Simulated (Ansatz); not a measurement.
A nudged elastic band was laid between two geometries of CH₇ClFNSi₂ (13 atoms, charge 0, multiplicity 1).

Theory: RKS B3LYP-D4/def2-SVP in Ansatz.

* movable images: 5
* climbing image: yes
* spring: 5.0 eV/Å²
* optimiser: quadratic models (default)
* start path: IDPP
* force threshold: 0.03 eV/Å
* iteration limit: 60
* end points: relaxed

First end point:

```xyz
13
Properties=species:S:1:pos:R:3
N -1.035 -1.258 1.027
Si -0.016 0.091 0.667
Si 1.828 -0.676 -0.572
C -0.863 1.433 -0.428
F -1.028 0.939 -1.702
Cl -2.487 1.839 0.272
H -1.206 -1.951 0.304
H -1.876 -1.104 1.578
H 0.354 0.790 1.930
H 2.566 0.481 -1.159
H 1.342 -1.547 -1.683
H 2.765 -1.463 0.282
H -0.324 2.392 -0.499
```

Last end point:

```xyz
13
Properties=species:S:1:pos:R:3
N -1.126 -1.128 0.958
Si -0.055 0.174 0.599
Si 1.880 -0.670 -0.434
C -0.940 1.316 -0.666
F -1.013 0.722 -1.897
Cl -2.622 1.669 -0.066
H -2.071 -0.939 1.279
H -0.787 -2.029 1.276
H 0.300 1.093 1.730
H 2.758 0.466 -0.849
H 1.514 -1.470 -1.638
H 2.647 -1.541 0.508
H -0.465 2.304 -0.785
```

**Question.** What changes between the two ends?

**Answer.** No bond is made or broken. The height of N1 over the plane of its neighbours goes from -0.24 to -0.16 Å.

**Question.** What energy profile does the band end with?

**Answer.** The forces met the threshold. The highest image is number 3 of 0 to 6, 0.125 eV above the first end and 0.085 eV above the last; the last end lies 0.040 eV above the first. A vibrational analysis at the climbing image gives one clearly imaginary mode, 264i cm⁻¹: a first-order saddle point.

```csv
image,path coordinate (Å),energy (eV),height of N1 over the plane of its neighbours (Å)
0,0.00,0.000,-0.24
1,0.53,0.026,-0.24
2,1.06,0.089,-0.22
3,1.58,0.125,-0.22
4,2.06,0.097,-0.24
5,2.53,0.055,-0.22
6,3.01,0.040,-0.16
```

**Question.** What is the geometry of the highest image?

**Answer.** 
```xyz
13
Properties=species:S:1:pos:R:3:forces:R:3
N -1.160 -1.185 0.962 -0.01 0.00 0.00
Si -0.054 0.105 0.628 0.01 0.00 0.02
Si 1.918 -0.651 -0.414 -0.01 0.01 0.00
C -0.868 1.305 -0.642 0.00 -0.01 -0.01
F -0.851 0.725 -1.890 0.00 0.00 0.00
Cl -2.581 1.671 -0.186 0.00 0.00 0.00
H -2.022 -1.235 0.427 0.00 0.00 0.00
H -1.309 -1.497 1.916 0.00 0.00 0.00
H 0.260 0.901 1.855 0.00 0.00 0.00
H 2.747 0.504 -0.875 0.00 0.00 -0.01
H 1.568 -1.499 -1.590 0.01 0.00 0.00
H 2.737 -1.462 0.538 -0.01 0.00 0.00
H -0.365 2.283 -0.713 0.00 0.00 0.00
```

**Question.** What are the harmonic wavenumbers there?

**Answer.** 264i, 34, 90, 126, 152, 159, 217, 302, 331, 389, 442, 509, 523, 595, 713, 752, 789, 860, 887, 918, 946, 948, 1059, 1190, 1322, 1540, 2191, 2204, 2210, 2228, 3080, 3568, 3664 cm⁻¹.

Time of the run: 90 s on 2 threads of AMD EPYC 9R45 96-Core Processor (Zen 5), on a shared host, peak memory 0.37 GiB.
